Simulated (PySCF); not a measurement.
# [CrS3]-: fields on a plane

All numbers come from UPBE/[Cr def2-SVPD, S def2-SVPD], no relativity, density fitting, PySCF.

The doublet minimum has Cr–S 2.057 Å (×3); S–Cr–S 120.0° (×3).

The plane holds Cr1 at (0.00, 0.00), S2 at (2.06, 0.00), S3 at (-1.03, 1.78), S4 at (-1.03, -1.78) Å. Columns run from x = -3.15 to 4.35 Å, rows from y = 4.05 (top) to -3.75 Å, in steps of 0.3 Å. Other isomers or separated fragments may lie lower.

Problem. Give the spin density (e/Å³) (cut at ±0.5 e/Å³). Lower edges of the bins (e/Å³): '0' -0.140, '1' -0.076, '2' -0.012, '3' 0.052, '4' 0.116, '5' 0.180, '6' 0.244, '7' 0.308, '8' 0.372, '9' 0.436; top 0.50.

Solution. 
```
22222222222222222222222222
22222222222222222222222222
22222222222222222222222222
22222222222222222222222222
22222222222222222222222222
22222222222222222222222222
22222222222222222222222222
22222221212222222222222222
22222220211222222222222222
22222111112222222222222222
22222211122222222222222222
22222222234432221122222222
22222222369963211222222222
22222222499994211122222222
22222222499994211122222222
22222222369963211222222222
22222222234432221122222222
22222211122222222222222222
22222111112222222222222222
22222220211222222222222222
22222221212222222222222222
22222222222222222222222222
22222222222222222222222222
22222222222222222222222222
22222222222222222222222222
22222222222222222222222222
22222222222222222222222222
```

Problem. Give the electrostatic potential (V) (cut at 20 V). Every second row and column.

Solution. 
```
-3.1 -3.3 -3.6 -3.8 -3.9 -3.9 -3.8 -3.6 -3.4 -3.2 -3.0 -2.8 -2.6
-3.4 -3.8 -4.0 -4.0 -4.2 -4.5 -4.4 -4.1 -3.8 -3.6 -3.3 -3.1 -2.8
-3.8 -4.1 -3.0  0.7  0.6 -3.5 -4.8 -4.7 -4.3 -4.0 -3.7 -3.4 -3.1
-4.1 -4.1  2.7 20.0 20.0  3.5 -4.7 -5.1 -4.9 -4.6 -4.2 -3.8 -3.4
-4.4 -4.2  6.6 20.0 20.0  9.3 -3.6 -5.0 -5.0 -4.7 -4.5 -4.2 -3.6
-4.5 -4.8 -1.4 15.8 19.9  7.7  2.5 -2.1 -0.3  1.2 -2.8 -4.2 -3.9
-4.5 -5.0 -4.7 -1.1 13.4 20.0 20.0  6.4 20.0 20.0  8.0 -3.4 -3.9
-4.5 -5.1 -4.9 -1.3 20.0 20.0 20.0 10.6 20.0 20.0 15.3 -3.0 -3.9
-4.5 -5.0 -3.8  2.0  9.2 20.0 12.8  1.4 11.3 17.9  1.0 -3.9 -3.9
-4.4 -4.5  2.7 20.0 20.0  6.7 -1.8 -4.1 -4.0 -3.5 -4.2 -4.3 -3.8
-4.3 -4.0  6.5 20.0 20.0  8.4 -4.3 -5.2 -5.1 -4.8 -4.4 -4.0 -3.5
-4.0 -4.1 -1.0 13.2 14.2 -1.1 -4.8 -4.9 -4.6 -4.3 -4.0 -3.6 -3.2
-3.6 -4.0 -3.9 -3.0 -3.2 -4.4 -4.7 -4.4 -4.1 -3.8 -3.5 -3.2 -2.9
-3.2 -3.6 -3.8 -4.0 -4.2 -4.2 -4.1 -3.8 -3.6 -3.4 -3.1 -2.9 -2.7
```

Other spin states or occupations of the open shell can lie lower.
